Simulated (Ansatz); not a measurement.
Total energies of `C[N](C)[Hf]([F])([Cl])[SeH]`.

Z-matrix (Å, degrees):
```
Hf
F 1 1.901
N 1 1.988 2 108.2
Cl 1 2.362 2 113.2 3 122.9
C 1 2.968 2 132.8 3 7.1
C 1 3.094 2 86.9 3 -4.2
Se 1 2.582 2 111.5 3 -110.2
H 5 1.097 1 124.7 2 -93.8
H 5 1.095 1 75.0 2 165.1
H 5 1.097 1 123.8 2 63.8
H 6 1.097 1 123.2 2 -116.6
H 6 1.092 1 80.3 2 -11.3
H 6 1.097 1 123.0 2 94.0
H 7 1.473 1 91.5 2 -68.1
```

Total charge 0; spin multiplicity 1. Correlated methods include outer-core shells of Hf, Se, which these sets cover unevenly. Scalar relativity is left out up to krypton. Hf: def2 effective core potential. All single points use the PBE0-D4/def2-TZVP geometry. It is one conformer, not always the lowest. Basis def2-TZVPP, Ansatz 0.2.0.

RPA on PBE orbitals: Hartree–Fock energy of these orbitals -3140.79020 Eh, correlation -2.49933 Eh (frozen core).

```json
{"functional": "LDA (SPW92)", "energy without D4 (Eh)": "-3138.30902", "D4 term (kJ/mol)": "–"}
{"functional": "revPBE", "energy without D4 (Eh)": "-3144.85184", "D4 term (kJ/mol)": "-94.0"}
{"functional": "BLYP", "energy without D4 (Eh)": "-3145.10368", "D4 term (kJ/mol)": "-76.1"}
{"functional": "r2SCAN", "energy without D4 (Eh)": "-3145.03181", "D4 term (kJ/mol)": "-9.9"}
{"functional": "PBE0", "energy without D4 (Eh)": "-3144.45946", "D4 term (kJ/mol)": "-32.3"}
{"functional": "r2SCAN0", "energy without D4 (Eh)": "-3144.94658", "D4 term (kJ/mol)": "-11.9"}
{"functional": "HSE06 (plane-wave form)", "energy without D4 (Eh)": "-3144.44186", "D4 term (kJ/mol)": "-30.7"}
{"functional": "CAM-B3LYP", "energy without D4 (Eh)": "-3145.16672", "D4 term (kJ/mol)": "-33.7"}
{"functional": "ωB97X-V", "energy without D4 (Eh)": "-3144.78002", "D4 term (kJ/mol)": "–"}
{"functional": "PBE-QIDH", "energy without D4 (Eh)": "-3143.95448", "D4 term (kJ/mol)": "–"}
```

Give the same for PBE, B97M-V, B3LYP, r2SCANh, BHLYP, LC-ωPBE, ωB97M-V, B2PLYP. (Estimate.)

Ansatz gave: 
```csv
functional,energy without D4 (Eh),D4 term (kJ/mol)
PBE,-3144.36385,-36.9
B97M-V,-3144.57636,–
B3LYP,-3145.23891,-58.9
r2SCANh,-3144.99676,-10.7
BHLYP,-3144.92685,-51.2
LC-ωPBE,-3144.59142,–
ωB97M-V,-3144.83690,–
B2PLYP,-3144.38569,–
```

B3LYP takes the VWN-RPA correlation (the form of Gaussian; ORCA's B3LYP/G). HSE06 is the plane-wave form, built on full-range PBE exchange. The double hybrids freeze the cores in their second-order part.

LC-ωPBE has ω = 0.4 bohr⁻¹.
